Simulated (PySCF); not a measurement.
Working out the ionisation energy of Kr⁺

Kr⁺ [Ar] 3d10 4s2 4p5 (2P) → Kr²⁺ [Ar] 3d10 4s2 4p4 (3P). All numbers are calculated (PySCF 2.14, scalar relativity through the core potential, in aug-cc-pwCVDZ-PP with ECP10MDF (6s5p4d1f, 48 functions)). Frozen: nothing. Energies in hartree (1 hartree = 27.21139 eV):

| part | Kr⁺ (lower) | Kr²⁺ (upper) |
| --- | --- | --- |
| UHF | -461.697680 | -460.843564 |
| CCSD correlation | -0.515018 | -0.491498 |
| (T) | -0.006826 | -0.006115 |

What does Hartree-Fock give?

(-460.843564) − (-461.697680) = 0.854116 hartree = 23.242 eV.

What do CCSD and CCSD(T) give?

The CCSD correlation energies differ by 0.023520 hartree = 0.640 eV and the triples by 0.000711 hartree = 0.019 eV, so CCSD gives 23.882 eV and CCSD(T) 23.901 eV.

Reference: 24.360 eV (measured; NIST Atomic Spectra Database, ionization energies), between the lowest levels; spin-orbit coupling is absent from the calculation.

A double-zeta basis recovers only part of the correlation energy.

What remains against the reference includes basis incompleteness and higher excitations.
